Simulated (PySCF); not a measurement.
H6OSi2, SMILES `O[SiH2][SiH3]` (H–O–Si–Si torsion 59°), neutral singlet in the gas phase. 

Cartesian coordinates (Å):
SMILES: O[SiH2][SiH3]
```xyz
9

O     -1.8444     0.5806    -0.7378
Si    -0.9205    -0.3920     0.2299
Si     1.3775    -0.0028    -0.0510
H     -1.7461     1.5280    -0.6366
H     -1.2679    -1.7813    -0.1585
H     -1.2615    -0.2036     1.6707
H      1.8068    -0.2847    -1.4474
H      2.1612    -0.8653     0.8759
H      1.6949     1.4210     0.2549
```
Charge 0, multiplicity 1.

All levels are single points at this geometry (PBE0-D4/def2-TZVP); Pople sets use spherical d functions. Orbital energies aren't observables, and empty levels follow the basis.

M06-2X/6-31G* in PySCF gives gap (eV) = 9.54.

Task: Estimate the gap (eV) from each of these levels: PBE0-D4/def2-TZVP in PySCF; B3LYP/6-311+G** in PySCF; PBE/6-31G* in PySCF; SVWN5/6-31G* in PySCF; HF/3-21G in PySCF.

Result: 
```
level                       gap (eV)
--------------------------  --------
PBE0-D4/def2-TZVP in PySCF      7.39
B3LYP/6-311+G** in PySCF        6.87
PBE/6-31G* in PySCF             5.47
SVWN5/6-31G* in PySCF           5.35
HF/3-21G in PySCF              13.93
```
